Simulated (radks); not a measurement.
The numbers below are computed, except where a source is named.
Ni I, configuration [Ar] 3d8 4s2. Level of theory: non-relativistic Kohn-Sham, LDA (Slater exchange, Perdew-Wang correlation), spin-unpolarised, spherical densities, point nucleus (a radial shooting solver on a logarithmic mesh with Libxc functionals).

Radial electron density D(r) = 4 pi r^2 rho(r):

| r (bohr) | D(r) (e/bohr) |
|---|---|
| 0.0027 | 1.172 |
| 0.003543 | 1.927 |
| 0.004651 | 3.120 |
| 0.006105 | 4.956 |
| 0.008013 | 7.675 |
| 0.01052 | 11.50 |
| 0.01381 | 16.50 |
| 0.01827 | 22.55 |
| 0.02398 | 28.39 |
| 0.03147 | 32.60 |
| 0.04131 | 33.56 |
| 0.05422 | 31.02 |
| 0.07117 | 27.45 |
| 0.09342 | 27.26 |
| 0.1226 | 32.35 |
| 0.1609 | 37.80 |
| 0.2113 | 35.42 |
| 0.2773 | 24.87 |
| 0.364 | 16.67 |
| 0.4777 | 17.60 |
| 0.6271 | 20.35 |
| 0.8231 | 16.76 |
| 1.08 | 9.556 |
| 1.429 | 4.276 |
| 1.876 | 2.115 |
| 2.463 | 1.236 |
| 3.233 | 0.6612 |
| 4.243 | 0.2557 |
| 5.57 | 0.06085 |
| 7.311 | 0.007677 |
| 9.596 | 0.0004371 |

D(r) has 3 maxima, at r = 0.0387, 0.173, 0.627 bohr, and minima at 0.0829, 0.401 bohr, inside which lie 2.11, 10.82 electrons.
